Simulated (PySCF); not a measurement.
C₈H₁₀, SMILES c1c(ccc(C)c1)C, GFN2-xTB optimised geometry.

```
18

C     -1.52    -2.45    -0.02
C     -0.75    -1.16     0.00
C     -1.40     0.06     0.00
C     -0.70     1.25     0.00
C      0.69     1.25     0.00
C      1.46     2.54    -0.02
C      1.35     0.02     0.00
C      0.64    -1.16     0.00
H     -2.42    -2.37     0.59
H     -0.92    -3.27     0.35
H     -1.83    -2.68    -1.04
H     -2.49     0.08     0.00
H     -1.23     2.19     0.00
H      2.49     2.39     0.30
H      0.99     3.27     0.63
H      1.47     2.95    -1.03
H      2.43     0.00     0.00
H      1.17    -2.10     0.00
```

Density from B3LYP/def2-SVP (PySCF) at that geometry.

Minimum of the electron density along straight lines between bonded atoms, close to the bond critical point (lines longer than 1.1 times the sum of covalent radii, or with two minima, are not listed):

```tsv
bond	length / Å	ρ at the minimum / e bohr⁻³	∇²ρ there / e bohr⁻⁵	position (fraction from the first atom)
C1–C2	1.499	0.257	-0.61	0.50
C2–C3	1.390	0.312	-0.80	0.50
C3–C4	1.382	0.315	-0.82	0.50
C4–C5	1.390	0.312	-0.80	0.50
C5–C6	1.499	0.257	-0.61	0.51
C5–C7	1.388	0.313	-0.80	0.50
C2–C8	1.388	0.313	-0.80	0.50
C7–C8	1.383	0.315	-0.82	0.50
C1–H9	1.088	0.277	-1.01	0.62
C1–H10	1.087	0.278	-1.02	0.63
C1–H11	1.091	0.274	-0.99	0.62
C3–H12	1.081	0.283	-1.06	0.62
C4–H13	1.081	0.283	-1.06	0.62
C6–H14	1.087	0.278	-1.02	0.63
C6–H15	1.088	0.277	-1.01	0.62
C6–H16	1.091	0.274	-0.99	0.62
C7–H17	1.081	0.283	-1.06	0.62
C8–H18	1.081	0.283	-1.06	0.62
```
